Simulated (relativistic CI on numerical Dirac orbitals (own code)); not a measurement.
**Slater and spin-orbit integrals, Sn I**

These numbers are calculated, not measured: Dirac-Coulomb-Breit CI, KLI orbitals optimised for each configuration, model QED (radiative potential, 1s self-energy scaled to tabulated hydrogen-like ionisation energies), valence Slater integrals scaled by 0.85, P86 correlation energy added to each configuration (own radial code, finite nucleus).

Slater integrals F^k, G^k are unscaled and averaged over j, outside the closed core [Kr] 4d10; ζ comes from projecting the Hamiltonian with its Breit term on Σ l·s of the shell.

- 5s²5p²: F^2(5p,5p) = 31292, ζ(5p) = 2223.7 cm⁻¹; <r>(5p) = 3.297, <r^2>(5p) = 12.69 (bohr units).
- 5s²5p6s: ζ(5p) = 2750.6, G^1(5p,6s) = 3200.9 cm⁻¹; <r>(5p) = 3.075, <r^2>(5p) = 10.99, <r>(6s) = 7.597, <r^2>(6s) = 65.21 (bohr units).
- 5s5p³: F^2(5p,5p) = 32125, G^1(5s,5p) = 43119, ζ(5p) = 2270.2 cm⁻¹; <r>(5s) = 2.391, <r^2>(5s) = 6.542, <r>(5p) = 3.217, <r^2>(5p) = 12.08 (bohr units).

In this model ζ of a weakly bound d, f or g electron outside closed shells comes out too small, for d by up to a factor of two or three and at times with the wrong sign; that of an outer p electron is too small as well.

For a near-neutral ion this model can misplace configurations by up to about 10,000 cm⁻¹ (more where the count of f electrons changes) and terms by 10 to 25 % of their spread. Rates follow the energies as ν³ (E1, M1) or ν⁵ (E2), so they and the lifetimes can be off by large factors. The fine structure of a lone outer electron comes out too small, for d and f at times inverted, and misplaced configurations move strength between like terms. 21 of the 31 excited levels that our extract of the measured tables holds in this range could be paired (the sources list more); they are missed by 2015 cm⁻¹ on average and 5413 at most, and levels without a partner can miss by more.

Averages of the first 10 configurations, taken without configuration mixing, which lowers the lowest level and can move excited configurations by several eV; other configurations of the list can lie among them:

```tsv
Configuration	Parity	States	Average energy above the lowest level (eV)
5s²5p²	even	15	0.9
5s²5p6s	odd	12	5.0
5s5p³	odd	40	7.8
5s²5p6p	even	36	6.0
5s²5p5d	odd	60	6.2
5s²5p7s	odd	12	6.7
5s²5p7p	even	36	7.0
5s²5p6d	odd	60	7.1
5s²5p4f	even	84	7.3
5s²5d²	even	45	13.6
```
